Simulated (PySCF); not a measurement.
A geometry optimisation, step by step.

WO2(OMe)2, C2H6O4W (singlet state).
Bonds: W1–O2, W1–O3, W1–O4, W1–O9, O4–C5, O9–C10. Hydrogens: H6, H7, H8 on C5; H11, H12, H13 on C10.

Computed by this run: PBE0-D3(BJ)/def2-SVP geometry optimisation, gas phase, def2 core potentials past Kr (PySCF); density fitting, grid level 1; the optimiser is geomeTRIC in internal coordinates, started from a GFN2-xTB structure with every atom displaced at random (about 0.03 Å). 7 of its 10 geometries are shown. The frame can shift and turn from step to step; on so coarse a grid that alone can change the energy by a few meV, and forces under 0.02 eV/Å are noise.

Step 0: E = -12169.6742 eV, largest atomic force 10.612 eV/Å
```
atom  x, y, z in Å  |  force x, y, z in eV/Å
W1      0.676   -0.097    0.459   -9.404   4.894   0.488
O2      0.580   -0.043    2.137    1.014  -0.237   2.731
O3      2.147   -0.165   -0.148    9.281  -0.984  -2.623
O4     -0.083    1.509   -0.216   -0.361  -0.930   0.052
C5     -0.277    2.880   -0.355    3.492   0.429   1.845
H6     -0.360    3.364    0.671    0.032  -0.371  -0.892
H7     -1.126    3.166   -0.911   -1.480  -0.029  -1.105
H8      0.677    3.299   -0.845   -1.301  -0.157   0.452
O9     -0.377   -1.436   -0.117   -1.232  -3.330  -1.067
C10    -0.430   -2.867   -0.145    0.142   1.791  -1.471
H11     0.478   -3.269   -0.591    0.426  -0.216   0.076
H12    -1.263   -3.201   -0.748   -0.578   0.060  -0.527
H13    -0.613   -3.193    0.830   -0.030  -0.919   2.043
```

Step 2: E = -12170.7877 eV, largest atomic force 1.416 eV/Å
```
atom  x, y, z in Å  |  force x, y, z in eV/Å
W1      0.594   -0.032    0.440    1.276  -0.274  -0.548
O2      0.641   -0.015    2.145   -0.067   0.025   0.128
O3      2.238   -0.225   -0.076   -1.280   0.125   0.348
O4     -0.115    1.551   -0.224   -0.074  -0.107  -0.022
C5     -0.243    2.931   -0.335   -0.025   0.132   0.046
H6     -0.335    3.400    0.658   -0.025  -0.018   0.026
H7     -1.148    3.162   -0.921    0.037   0.009   0.011
H8      0.632    3.365   -0.844    0.034  -0.014  -0.051
O9     -0.424   -1.491   -0.141    0.152  -0.013   0.076
C10    -0.441   -2.897   -0.160   -0.115   0.257  -0.057
H11     0.497   -3.288   -0.586    0.021  -0.047   0.038
H12    -1.282   -3.222   -0.793    0.027  -0.036   0.036
H13    -0.584   -3.291    0.859    0.038  -0.038  -0.030
```

Step 3: E = -12170.8086 eV, largest atomic force 0.329 eV/Å
```
atom  x, y, z in Å  |  force x, y, z in eV/Å
W1      0.590   -0.033    0.426   -0.241   0.093   0.203
O2      0.625   -0.008    2.136    0.032  -0.002  -0.052
O3      2.204   -0.226   -0.088    0.287  -0.037  -0.073
O4     -0.124    1.549   -0.236   -0.108   0.011  -0.076
C5     -0.240    2.934   -0.329    0.082   0.050   0.036
H6     -0.331    3.389    0.672   -0.003  -0.010  -0.009
H7     -1.139    3.184   -0.914    0.000  -0.007  -0.002
H8      0.642    3.361   -0.836   -0.021   0.000   0.009
O9     -0.419   -1.493   -0.147   -0.014  -0.156  -0.030
C10    -0.435   -2.894   -0.160   -0.020   0.081  -0.013
H11     0.504   -3.293   -0.575    0.008  -0.013   0.000
H12    -1.273   -3.234   -0.787   -0.005   0.002  -0.003
H13    -0.574   -3.288    0.860    0.004  -0.011   0.012
```

Step 4: E = -12170.8109 eV, largest atomic force 0.103 eV/Å
```
atom  x, y, z in Å  |  force x, y, z in eV/Å
W1      0.586   -0.032    0.423   -0.048   0.054   0.008
O2      0.625   -0.003    2.131    0.009   0.002   0.004
O3      2.204   -0.222   -0.090    0.037  -0.002  -0.009
O4     -0.132    1.551   -0.242   -0.062  -0.070  -0.042
C5     -0.239    2.939   -0.327    0.048   0.021   0.038
H6     -0.330    3.386    0.677   -0.002   0.002   0.001
H7     -1.136    3.195   -0.911    0.002  -0.002   0.000
H8      0.645    3.364   -0.829    0.001   0.001   0.001
O9     -0.418   -1.499   -0.149    0.034  -0.027   0.002
C10    -0.434   -2.899   -0.160   -0.018   0.035  -0.003
H11     0.506   -3.299   -0.573    0.002  -0.004  -0.002
H12    -1.272   -3.240   -0.788   -0.001  -0.004  -0.001
H13    -0.574   -3.293    0.860    0.001  -0.007   0.003
```

Step 6: E = -12170.8163 eV, largest atomic force 0.220 eV/Å
```
atom  x, y, z in Å  |  force x, y, z in eV/Å
W1      0.558   -0.022    0.391    0.193  -0.042  -0.097
O2      0.609    0.037    2.098   -0.021   0.003   0.015
O3      2.183   -0.176   -0.124   -0.192   0.031   0.049
O4     -0.191    1.546   -0.287   -0.023  -0.058  -0.001
C5     -0.233    2.942   -0.302    0.002  -0.028   0.005
H6     -0.323    3.342    0.721    0.002   0.010   0.009
H7     -1.108    3.266   -0.887   -0.001   0.004   0.002
H8      0.676    3.352   -0.771    0.018   0.005   0.002
O9     -0.409   -1.522   -0.161    0.030   0.154   0.019
C10    -0.424   -2.918   -0.161    0.008  -0.129   0.019
H11     0.518   -3.324   -0.565   -0.013   0.022  -0.007
H12    -1.258   -3.267   -0.790    0.003   0.006   0.001
H13    -0.567   -3.308    0.861   -0.006   0.022  -0.015
```

Step 8: E = -12170.8187 eV, largest atomic force 0.038 eV/Å
```
atom  x, y, z in Å  |  force x, y, z in eV/Å
W1      0.545   -0.015    0.371    0.036  -0.002  -0.006
O2      0.595    0.063    2.078   -0.005  -0.003  -0.007
O3      2.169   -0.134   -0.146   -0.022   0.003   0.008
O4     -0.234    1.536   -0.316   -0.012  -0.003   0.018
C5     -0.229    2.934   -0.280    0.006  -0.007  -0.010
H6     -0.317    3.301    0.756   -0.001   0.000   0.001
H7     -1.086    3.308   -0.862    0.000   0.001   0.000
H8      0.699    3.330   -0.723    0.002   0.001   0.002
O9     -0.400   -1.529   -0.172   -0.007   0.031  -0.007
C10    -0.419   -2.927   -0.168    0.005  -0.037   0.006
H11     0.523   -3.333   -0.573   -0.003   0.006  -0.002
H12    -1.253   -3.275   -0.797    0.000   0.004   0.000
H13    -0.563   -3.312    0.855    0.000   0.006  -0.005
```

Step 9: E = -12170.8188 eV, largest atomic force 0.021 eV/Å
```
atom  x, y, z in Å  |  force x, y, z in eV/Å
W1      0.546   -0.016    0.373   -0.007   0.003   0.003
O2      0.594    0.059    2.080    0.001  -0.003  -0.001
O3      2.170   -0.133   -0.144    0.016  -0.002  -0.002
O4     -0.234    1.535   -0.312   -0.014   0.003   0.015
C5     -0.229    2.933   -0.277    0.009   0.001  -0.008
H6     -0.315    3.301    0.759   -0.002  -0.001   0.000
H7     -1.086    3.307   -0.858    0.001   0.000   0.000
H8      0.699    3.329   -0.721   -0.001   0.000   0.002
O9     -0.401   -1.527   -0.174   -0.006  -0.005  -0.010
C10    -0.419   -2.926   -0.173    0.002   0.005   0.002
H11     0.522   -3.330   -0.581    0.001  -0.001  -0.001
H12    -1.255   -3.272   -0.800   -0.001   0.001  -0.001
H13    -0.561   -3.312    0.850    0.001  -0.002   0.000
```

Question: Summarise the path.

Answer: The energy falls by 1.1446 eV from step 0 to step 9; nine tenths of that is first reached at step 2. It falls at every step. The largest force goes from 10.612 to 0.021 eV/Å. Among the bonds W1–O3 changes most, from 1.593 to 1.709 Å; the atoms move by 0.117 Å rms after alignment.

Question: Follow the three bonds and two angles with the largest change from start to end.

Answer: 
```csv
step,E above end (eV),largest force (eV/Å),W1–O3 (Å),W1–O9 (Å),C10–H13 (Å),W1–O4–C5 (°),O2–W1–O3 (°)
0,1.1446,10.612,1.593,1.798,1.045,157.5,115.8
1,0.2890,4.590,1.781,1.916,1.100,155.9,103.0
2,0.0311,1.416,1.734,1.872,1.102,155.5,105.8
3,0.0102,0.329,1.704,1.864,1.102,154.5,106.5
4,0.0079,0.103,1.709,1.867,1.102,153.9,106.3
5,0.0058,0.152,1.711,1.868,1.103,152.4,106.1
6,0.0025,0.220,1.712,1.869,1.103,148.9,106.0
7,0.0007,0.194,1.711,1.867,1.103,146.0,106.0
8,0.0001,0.038,1.709,1.866,1.103,145.1,106.1
9,0.0000,0.021,1.709,1.866,1.102,145.1,106.2
```

What follows is the cost of the whole optimisation. Time: 2.0 min; peak memory 0.55 GiB. Hardware: an Arm Neoverse V1 with one thread, shared host with 32 logical CPUs at a one-minute load of 9.6.
